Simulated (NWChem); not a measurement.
Species: SiHCl3; SMILES Cl[SiH](Cl)Cl

Program: NWChem. Medium grid unless said otherwise, to which SCAN and Minnesota functionals are sensitive. The geometry was optimised at PBE0/def2-SVP.

Task: Order these by “highest occupied level (eV)”, lowest first: B3LYP/def2-TZVPD; r2SCAN/def2-TZVPD; CAM-B3LYP/def2-TZVPD; Hartree-Fock/def2-TZVPD; BLYP/def2-TZVPD.

Result: Hartree-Fock/def2-TZVPD (-12.72), CAM-B3LYP/def2-TZVPD (-10.78), B3LYP/def2-TZVPD (-9.13), r2SCAN/def2-TZVPD (-8.38), BLYP/def2-TZVPD (-7.85)
